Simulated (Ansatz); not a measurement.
One geometry of the cluster Te₂Mo, several levels of theory.

```yaml
crystal:
  periodic: [false, false, false]
  atoms:
    - {symbol: Mo, position_ang: [0.541043, 0.746931, -0.298776]}
    - {symbol: Te, position_ang: [0.632254, -0.322766, 1.910953]}
    - {symbol: Te, position_ang: [-1.173297, -0.424175, -1.612176]}
basis:
  gaussian: {orbitals: def2-TZVP, initial_orbitals: start.molden}
magnetization: {spin_polarized: true, initial_magnetization: 2}
hamiltonian: {xc: r2scan, dispersion: d4}
scf: {omitted_lower_state_checks: [starts]}
output: {orbitals: {seedname: orbitals}}
```

The file start.molden holds the orbitals of an earlier run on this structure, at another level or in another basis.

```sh
$ ansatz run in.yaml --threads 4 --pin off --events-out ev --progress --plain --max-ram 3916MiB
```

Output, abridged:

```
Functional definition: r2SCAN
1080 factors; their error is unknown
mean field evaluation 1: about -16450.5524 eV, gradient 4.3e0 eV
mean field evaluation 2: about -16450.6150 eV, gradient 1.1e-1 eV
mean field evaluation 4: about -16450.3639 eV, gradient 9.5e-3 eV
mean field evaluation 8: about -16450.3639 eV, gradient 8.1e-5 eV
mean field -16450.36390822 eV, -604.5397231699 hartree, gradient 4.9e-6 eV, S^2 2.339665; 0 other end points of the search recorded, 0 dependent functions left out
reference -16450.36392748 eV, -604.5397238778 hartree; 32, 30 occupied and 108, 110 virtual orbitals, 1080 factors
Total energy: -16450.39109052 eV, -604.5407221012 hartree
Checks for a lower state left out: starts
```

It took 8.5 s on 4 threads of Arm Neoverse V1 on a shared host.

As the first input, with `gaussian: {orbitals: def2-TZVP}`, `hamiltonian: {xc: pbe0, dispersion: d4}` (abridged; 11 s):

```
Functional definition: PBE0
mean field evaluation 16: about -16443.6615 eV, gradient 8.3e-2 eV
mean field evaluation 32: about -16443.6616 eV, gradient 9.5e-6 eV
mean field -16443.66157404 eV, -604.2934169318 hartree, gradient 9.3e-6 eV, S^2 2.403483
Total energy: -16443.79523131 eV, -604.2983287458 hartree
Checks for a lower state left out: starts
```

The first input with `hamiltonian: {xc: pbe, dispersion: d4}` (abridged; 3.1 s):

```
Functional definition: PBE
mean field -16444.22293930 eV, -604.3140467246 hartree, gradient 2.0e-5 eV, S^2 2.132257
Total energy: -16444.37747423 eV, -604.3197257784 hartree
Checks for a lower state left out: starts
```

Geometry: PBE0-D4/def2-TZVP, that of the charge +1 doublet.

In the def2 sets Mo, Te take a core potential; there is no spin–orbit coupling. At r2SCAN-D4/def2-TZVP, PBE0-D4/def2-TZVP, PBE-D4/def2-TZVP the charge 0 triplet is spin-contaminated (final ⟨S²⟩ up to 2.40, 2.00 for a pure state). The structure comes from a short search, and lower isomers may exist.
